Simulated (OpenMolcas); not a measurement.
# Co I: effect of the active space

```yaml
Program: OpenMolcas
Method: CASSCF
Basis: ANO-R1
Scalar_Hamiltonian: X2C, finite nucleus
Spin-orbit_coupling: state interaction with AMFI integrals over the reference wave functions, term energies averaged over their components
```

A. 7 electrons in 5 orbitals (3d); 2S+1 = 4 even, 10 roots; 2S+1 = 2 even, 40 roots (35 in the spin-orbit step); cost about 16 core-seconds
B. 9 electrons in 6 orbitals (3d 4s); 2S+1 = 4 even, 20 roots; 2S+1 = 2 even, 40 roots kept (CI in the orbitals of an earlier block); cost of the order of 30 core-seconds

Energies in cm⁻¹ above 3d⁷ 4s² ⁴F_9/2, the measured ground level; measured values from NIST Handbook of Basic Atomic Spectroscopic Data.

```
          Level      A      B  Measured
 3d⁷ 4s² ⁴F_9/2    0.0    0.0       0.0
 3d⁷ 4s² ⁴F_7/2    817    762       816
 3d⁷ 4s² ⁴F_5/2   1421   1325      1407
 3d⁷ 4s² ⁴F_3/2   1838   1711      1809
 3d⁷ 4s² ²G_9/2  18803  17888          
 3d⁷ 4s² ⁴P_5/2  18866  18017     13795
 3d⁷ 4s² ⁴P_3/2  19143  18273     14036
 3d⁷ 4s² ⁴P_1/2  19517  18622     14399
 3d⁷ 4s² ²G_7/2  19577  18623          
 3d⁷ 4s² ²P_3/2  24873  23568          
3d⁷ 4s² ²H_11/2  24999  23856          
 3d⁷ 4s² ²P_1/2  25680  24315          
 3d⁷ 4s² ²H_9/2  25681  24494          
 3d⁷ 4s² ²D_5/2  27072  25697          
 3d⁷ 4s² ²D_3/2  28275  26801
```

Deviations, from unrounded energies. A percentage is the sum of absolute deviations over the sum of measured energies, with the sign that they share, or ± where signs differ.

```
                        Against measurement  Levels      A      B
             mean absolute deviation (cm-1)       6   2600   2200
      fine structure of the ground term (%)       3   +1.1   -5.8
other terms of the ground configuration (%)       3  +36.2  +30.0
```

B lies closest to measurement on these levels. The largest miss of B in the table is 3d⁷ 4s² ⁴P_3/2, by +4200 cm-1. The ranking rests on the paired levels alone, and a cruder setting can come out closer through cancelling errors.

The spin-orbit steps hold different terms of 3d⁷ 4s² (B lacks ²F), which shifts levels as well.

Between A and B the level of the table that moves most is 3d⁷ 4s² ²D_3/2, by 1500 cm-1 (lowest in B, highest in A).

Without dynamic correlation excited terms often stand tens of per cent too high (terms of higher spin than the ground term too low), and those without a measured partner can miss by more than the paired ones. Some high roots are left out of the spin-orbit mixing, which shifts the levels that they would mix with (holds for A). With the s shell closed, the reference lacks s² → p², s² → d² and s → d mixing, so excited terms can stand far too high and out of order, with CASPT2 too (holds for A). Terms from blocks run as CI alone lack orbitals of their own (holds for B). Measured partners are found by configuration, term and J. A level has none where our copy of the source lacks it or the pairing is in doubt (some pairs that miss far off the trend of their configuration count as doubtful), and it then counts in no deviation. Levels of configurations outside the active space are missing. Levels that lie high or do not pair safely by name in every column are left out.
